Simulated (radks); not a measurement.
Results of a calculation; reference values are marked as such.
Problem. Valence configurations of the tellurium ion Te2+ (all share [Kr]). Level of theory: scalar-relativistic Kohn-Sham, r2SCAN, spin-polarised, spherical densities, finite nucleus; open shells are filled with parallel spins first (spin-orbit coupling, left out, can overturn this in heavy ions); meta-GGA in the generalised Kohn-Sham scheme; Fermi nuclear charge, rms radius 4.7423 fm (a radial shooting solver on a logarithmic mesh with Libxc functionals). Order these by energy: 4d9.5 5s2 5p2.5; 4d10 5s1.5 5p2.5; 4d9 5s2 5p3; 4d8 5s2 5p4; 4d10 5s2 5p2; 4d10 5s1 5p3; 4d9 5s1 5p4; 4d10 5p4.

Solution. From the lowest, in eV above it: 4d10 5s2 5p2 0.000; 4d10 5s1.5 5p2.5 3.788; 4d10 5s1 5p3 6.830; 4d9.5 5s2 5p2.5 19.658; 4d10 5p4 21.624; 4d9 5s2 5p3 40.235; 4d9 5s1 5p4 51.481; 4d8 5s2 5p4 87.709. NIST lists [Kr] 4d10 5s2 5p2 as the ground configuration; this level of theory agrees among the configurations tried. The energies are those of spherical high-spin densities, not of single terms.
